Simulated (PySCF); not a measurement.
Constitutional and geometric isomers with formula C2H8Si2. All species are isolated molecules in the gas phase. One relaxed conformer stands for each flexible species; it need not be the lowest. Strings in code marks are SMILES.

Method: B3LYP-D3(BJ)/def2-TZVP run with PySCF. All candidates: neutral, multiplicity 1. B3LYP has the VWN-RPA correlation part, as in Gaussian. 

```json
{
  "LUMO": "-1.53 eV",
  "HOMO–LUMO gap": "3.75 eV",
  "dipole_moment": "1.41 D"
}
```

Q: Identify which member has these values.
(A) `C/[SiH]=C\[SiH3]`
(B) `[SiH3]/C=C/[SiH3]`
(C) `C/[SiH]=[SiH]\C`
(D) `C/[SiH]=[SiH]/C`

A: C, `C/[SiH]=[SiH]\C`. The others give `C/[SiH]=[SiH]/C`: -1.52 eV, 3.75 eV, 0.00 D; `[SiH3]/C=C/[SiH3]`: -1.17 eV, 6.65 eV, 0.00 D; `C/[SiH]=C\[SiH3]`: -1.29 eV, 5.04 eV, 2.44 D
